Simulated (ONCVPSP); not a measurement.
Before and after: ONCV potential for Ta (Z = 73)

Ta (Z = 73), optimised norm-conserving Vanderbilt (ONCV), made with ONCVPSP 4.0.1 (PBEsol, scalar-relativistic). Core [Kr] 4d10 4f14, reference 5s2 5p6 5d3 6s1.75 6p0.25. Waves: 5s+6s: rc 1.50 bohr, ncon 4, nbas 8, qcut 7.3 1/bohr, 2 projectors; 5p+6p: rc 2.05 bohr, ncon 4, nbas 9, qcut 8.4 1/bohr, 2 projectors; 5d: rc 2.90 bohr, ncon 4, nbas 9, qcut 6.6 1/bohr, 1 projector. Local part: polynomial inside 1.45 bohr (lpopt 3, dvloc0 4 Ha). Core correction: none.

All-electron outer shells of the reference configuration (PBEsol, scalar-relativistic, ld1.x):

| shell | level (eV) | outermost node (bohr) | outermost maximum (bohr) |
| --- | --- | --- | --- |
| 4d | -222.43 | 0.22 | 0.46 |
| 5s | -73.43 | 0.54 | 0.98 |
| 5p | -39.82 | 0.58 | 1.13 |
| 4f | -25.13 | – | 0.44 |
| 6s | -5.73 | 1.32 | 2.74 |
| 5d | -3.96 | 0.65 | 1.58 |
| 6p | -1.57 | 1.59 | 3.85 |

Change: functional BLYP.

Cutoffs: the cutoffs (Ha) at which the residual kinetic energy of the hardest occupied pseudo-wave falls to 1 and 0.1 mHa per electron; they do not see the model core or the augmentation charge, which bear on the density cutoff. Errors are all-electron minus pseudo energies relative to the spin-unpolarised reference configuration.

Task: What does the change do?

Result: The potential gets neither clearly harder nor softer (22 Ha and 26 Ha → 22 Ha and 26 Ha); of the 4 tests that both files solve, the error grows in 2 and shrinks in 1 by more than 15 % and 0.3 meV (median size 1.2 → 2.9 meV); neither file shows a bound ghost.

```tsv
quantity	base	changed
cutoff, loose	22 Ha	22 Ha
cutoff, tight	26 Ha	26 Ha
loose cutoff by channel	s 22 Ha, p 11 Ha, d 12 Ha	s 22 Ha, p 11 Ha, d 12 Ha
bound ghosts	none	none
GHOST(+) flags under 300 eV	none	none
error for 5s2 5p6 5d3 6s2 6p0, meV [ΔE -1.03 → -1.01 eV]	+0.3	+0.4
error for 5s2 5p6 5d3 6s1 6p0, meV [ΔE 7.47 → 7.38 eV]	-2.0	-0.6
error for 5s2 5p6 5d3 6s0 6p0, meV [ΔE 22.45 → 22.43 eV]	-0.8	+5.3
error for 5s2 5p6 5d4 6s0 6p0, meV [ΔE 8.89 → 8.91 eV]	+1.5	+9.4
s: phases at 1.52 bohr within 0.05 rad from the reference energy up to (Ha; the scan ends near 5)	to the end of the scan	to the end of the scan
p: phases at 2.08 bohr within 0.05 rad from the reference energy up to (Ha; the scan ends near 5)	to the end of the scan	to the end of the scan
d: phases at 2.94 bohr within 0.05 rad from the reference energy up to (Ha; the scan ends near 5)	0.8	0.8
```
